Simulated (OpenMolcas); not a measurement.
N³⁺: CASPT2 settings compared

```yaml
Program: OpenMolcas
Basis: ANO-R2 [4s4p2d1f]
Scalar_Hamiltonian: X2C, finite nucleus
Active_space: 2 electrons in 4 orbitals (2s 2p)
State_averaging: 2S+1 = 1 even, 6 roots; 2S+1 = 3 even, 3 roots kept (CI in the orbitals of an earlier block); 2S+1 = 1 odd, 3 roots; 2S+1 = 3 odd, 3 roots kept (CI in the orbitals of an earlier block)
Spin-orbit_coupling: RASSI with atomic mean-field integrals over the reference wave functions, term energies averaged over their components
```

Methods on the same reference wave functions:
A. CASSCF
B. SS-CASPT2, IPEA 0.4 Eh, no level shift (closed shells correlated: 1s)
C. SS-CASPT2, IPEA 0 Eh, imaginary shift 0.2 Eh (closed shells correlated: 1s)
D. SS-CASPT2, IPEA 0.4 Eh, no level shift (closed shells correlated: none)

Energies in cm⁻¹ above 2s² ¹S₀, the measured ground level; measured values from Moore, Selected Tables of Atomic Spectra, NSRDS-NBS 3, section 4.

```json
{"Level": "2s² ¹S₀", "A": "0.0", "B": "0.0", "C": "0.0", "D": "0.0", "Measured": "0.0"}
{"Level": "2s 2p ³P°₀", "A": "69690", "B": "67645", "C": "67486", "D": "67874", "Measured": "67209"}
{"Level": "2s 2p ³P°₁", "A": "69760", "B": "67715", "C": "67556", "D": "67944", "Measured": "67272"}
{"Level": "2s 2p ³P°₂", "A": "69901", "B": "67856", "C": "67697", "D": "68085", "Measured": "67416"}
{"Level": "2s 2p ¹P°₁", "A": "142436", "B": "133266", "C": "132765", "D": "133918", "Measured": "130694"}
{"Level": "2p² ³P₀", "A": "178072", "B": "176337", "C": "176202", "D": "177043", "Measured": "175535"}
{"Level": "2p² ³P₁", "A": "178138", "B": "176403", "C": "176268", "D": "177109", "Measured": "175608"}
{"Level": "2p² ³P₂", "A": "178270", "B": "176534", "C": "176400", "D": "177241", "Measured": "175733"}
```

Deviations, from unrounded energies. A percentage is the sum of absolute deviations over the sum of measured energies, with the sign that they share, or ± where signs differ.

| Against measurement | Levels | A | B | C | D |
| --- | --- | --- | --- | --- | --- |
| mean absolute deviation (cm-1) | 7 | 3800 | 900 | 700 | 1400 |
| other configurations (%) | 7 | +3.1 | +0.7 | +0.6 | +1.1 |

C lies closest to measurement on these levels and A furthest from it. The largest miss of C in the table is 2s 2p ¹P°₁, by +2100 cm-1. The ranking rests on the paired levels alone, and a cruder setting can come out closer through cancelling errors.

Among B to D the level of the table that moves most is 2s 2p ¹P°₁, by 1200 cm-1 (lowest in C, highest in D).

The lowest spin-free term lies below A's lowest term by 0.012 hartree in B, 0.012 hartree in C, 0.004 hartree in D.

Terms from blocks run as CI alone lack orbitals of their own. Measured partners are found by configuration, term and J. A level has none where our copy of the source lacks it or the pairing is in doubt (some pairs that miss far off the trend of their configuration count as doubtful), and it then counts in no deviation. Only configurations of the active space appear. Levels that lie high or do not pair safely by name in every column are left out.

° marks odd parity.
